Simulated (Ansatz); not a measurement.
Series B-XY, Y = chloro, computed as singlets and as triplets. Isolated molecules, 0 K electronic values unless said otherwise. One relaxed conformer stands for each flexible species; it need not be the lowest. Strings in code marks are SMILES.

Quantity: adiabatic spin-state energy, in eV. The DFT solution of `[BH-]Cl`, `[SiH3][B-]Cl` and `[AlH2][B-]Cl` is unstable or spin-contaminated; the geometry comes from it.

Level 1: r2SCAN/aug-cc-pVTZ // B3LYP-D3(BJ)/def2-TZVPD (Ansatz, a quantum-chemistry and plane-wave program)
Level 2: r2SCAN0/aug-cc-pVTZ // B3LYP-D3(BJ)/def2-TZVPD (Ansatz)

```csv
species,level 1,level 2
`C=C[B-]Cl`: multiplicity 3 minus multiplicity 1,-0.295,-0.355
`[BH-]Cl`: multiplicity 3 minus multiplicity 1,0.052,0.043
`[SiH3][B-]Cl`: multiplicity 3 minus multiplicity 1,-0.342,-0.404
`[AlH2][B-]Cl`: multiplicity 3 minus multiplicity 1,-0.256,[?]
`B[B-]Cl`: multiplicity 3 minus multiplicity 1,0.267,[?]
```

Task: Some entries are withheld; supply them.

Result: 
- `[AlH2][B-]Cl`: multiplicity 3 minus multiplicity 1, level 2: -0.336
- `B[B-]Cl`: multiplicity 3 minus multiplicity 1, level 2: 0.199
